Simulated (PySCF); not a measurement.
Correlation energy of Sb (antimony, neutral)

[Kr] 4d10 5s2 5p3, high-spin 4S determinant. Computed with PySCF 2.14 in def2-TZVPPD with the def2 core potential (28 electrons) (7s5p4d2f, 56 functions), with scalar relativity through the core potential. Frozen: 4s2 4p6 4d10; 5 electrons correlated.

```csv
level,correlation energy (mhartree)
CCSD,-73.13
(T),-2.46
CCSD(T),-75.59
```

Diagnostics: T1 = 0.0035, D1 = 0.0096, largest double amplitude 0.041.

Cost of the coupled-cluster step: roughly 1.5 core-seconds, for 5 correlated electrons.
